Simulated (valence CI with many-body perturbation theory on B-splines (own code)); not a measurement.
Er⁶³⁺: key properties

Calculated by relativistic CI+MBPT: three valence electrons over a frozen Dirac-Fock core [He], radial functions for each j: 9 s, 9 p, 8 d, 6 f, 3 g, 1 h, with the one-electron correlation potential Σ1 (screened to all orders), the two-electron term Σ2, the three-electron term Σ3, Breit, model QED; selected single and double excitations, second order for the rest, scaled by the run's own slope (own B-spline code, finite nucleus).

The last digits are not significant, and no measured levels were compared; by estimate large intervals hold to a few tenths of a per cent, small ones and those within an open d or f shell to about a per cent.

Levels are named by their leading jj configuration (3d3/2^4 stands for four electrons in 3d with j = 3/2), which in mixed levels can hold well under half, so a name can repeat and another be missing.

Rates and lifetimes use the calculated energies. Strong lines usually hold to 10 to 20 %, long lifetimes can be off by a factor of two.

What is the ground level?

(2s^2 2p1/2) J=1/2, composition 100 % 2s2.2p 2P°, g = 0.624.

Name the longest-lived excited levels whose lifetime is computed, and their main decay.

(2s 2p1/2 2p3/2) J=5/2 at 88.21 Ry lives 140 ps, mostly by E1 to (2s^2 2p3/2) J=3/2; (2s^2 2p3/2) J=3/2 at 73.27 Ry lives 57.1 ps, mostly by E1 to (2s 2p1/2^2) J=1/2; (2s 2p1/2^2) J=1/2 at 17.27 Ry lives 51.3 ps, mostly by E1 to (2s^2 2p1/2) J=1/2.

Among levels below 710.64 Ry, which E1 lines absorb most strongly from the ground level?

to (2s^2 3d3/2) J=3/2 at 0.1353 nm, f = 0.563; to (2s 2p1/2 3p1/2) J=3/2 at 0.1380 nm, f = 0.206; to (2s 2p1/2 3p3/2) J=3/2 at 0.1334 nm, f = 0.157.

What is the ionisation energy?

15506 eV; NIST lists 15511 ± 19 eV (theoretical).

Where does the other parity begin?

At (2s 2p1/2^2) J=1/2, 17.27 Ry.
